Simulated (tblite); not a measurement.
Compound: C₄H₆FSe (charge -1).
Bonds: C1–C2 (double), C2–F3, C2–C4, C4–C5, C5–Se6. Hydrogens: H7, H8 on C1; H9, H10 on C4; H11, H12 on C5.
Bond orders are those of one Lewis drawing.

Computed with GFN2-xTB (tblite), gas phase: nudged elastic band of 9 images (0 to 8), spring 0.2 eV/Å², climbing image at the end, force threshold 0.05 eV/Å. The top image wasn't refined or checked by frequencies; at this threshold it can lie a kcal/mol or more above the true saddle point of the method.

The band describes a rotation about C4–C5 (allylic carbon, sp3 carbon bound to selenium), followed by the dihedral C2–C4–C5–Se6, from the optimised start (78°) to a second optimised geometry at 175°.

**Question.** Give the energy profile along the converged band.

**Answer.** 
| image | dihedral (°) | E (kJ/mol) | C4–C5 (Å) | C2···Se6 (Å) | largest true force (eV/Å) |
| --- | --- | --- | --- | --- | --- |
| 0 | 78 | 0.00 | 1.527 | 3.51 | 0.01 |
| 1 | 89 | 1.37 | 1.529 | 3.64 | 0.05 |
| 2 | 101 | 5.08 | 1.533 | 3.78 | 0.07 |
| 3 | 114 | 8.29 | 1.536 | 3.91 | 0.04 |
| 4 | 126 | 9.33 | 1.537 | 4.03 | 0.01 |
| 5 | 139 | 8.01 | 1.535 | 4.12 | 0.04 |
| 6 | 153 | 4.94 | 1.531 | 4.19 | 0.05 |
| 7 | 172 | 2.03 | 1.526 | 4.23 | 0.02 |
| 8 | 175 | 0.66 | 1.527 | 4.23 | 0.01 |

Barriers of this band. The top is image 4 at 126°: 9.33 kJ/mol forward and 8.67 kJ/mol back; the end lies 0.66 kJ/mol above the start. The central bond is 0.010 Å longer at the top than at the start.

Other torsions move too; by image: C1–C2–C4–C5 (-65, -62, -62, -64, -66, -67, -69, -68, -97°).

**Question.** What rate follows at 200 K for crossing this barrier forward?

**Answer.** Taking the electronic barrier for the free energy of activation (no zero-point or entropy terms, transmission 1), rate = (kT/h)·exp(−ΔE/kT) ≈ 2 × 10^10 s⁻¹, whose inverse is 7 × 10^-11 s. An error of 1 kcal/mol in the barrier changes this by a factor of 12, and the method and the loose band can each miss by that much or more.

**Question.** How would the two end points share their population at 200 K, from these energies alone?

**Answer.** exp(−ΔE/kT) with ΔE = 0.007 eV gives 0.67 for the higher one (end) against 1 for the lower, without vibrational, rotational or degeneracy terms. GFN2-xTB can put conformers this close in the wrong order.

What follows is the cost of the whole band run. The run took 2.8 s wall on Arm Neoverse V2, one thread (shared host), and the process peaked at 0.19 GiB of memory.
